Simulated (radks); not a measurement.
Problem. All-electron calculation, non-relativistic Kohn-Sham, PBE, spin-polarised, spherical densities, point nucleus; open shells are filled with parallel spins first. Program: a radial shooting solver on a logarithmic mesh with Libxc functionals. Response by self-consistent Sternheimer equations with the Hartree and adiabatic LDA kernel. Rank Br4+, Br5+, Br+, Br6+, Br3+, Br2+, Br (NIST ground configurations) by static dipole polarisability, largest first.

Solution. Br 22.36, Br+ 12.77, Br2+ 8.388, Br3+ 6.130, Br4+ 4.686, Br5+ 3.720, Br6+ 2.315 bohr^3.
